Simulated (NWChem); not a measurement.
# thionyl fluoride (SOF₂); SMILES O=S(F)F

Results from NWChem. The geometry was optimised at PBE0/def2-SVP. Level: PBE0/def2-SVP with SMD (1 M gas to 1 M solution), gas-phase geometry.

Question: Estimate the computed values for solvent dichloromethane. Quantities: solvation free energy (kcal/mol); cavity-dispersion-structure term (kcal/mol); dipole in solution (D).

Answer: 
```
Quantity                                     Result
-------------------------------------------  ------
solvation free energy (kcal/mol)               -2.0
cavity-dispersion-structure term (kcal/mol)    -0.2
dipole in solution (D)                         2.05
```
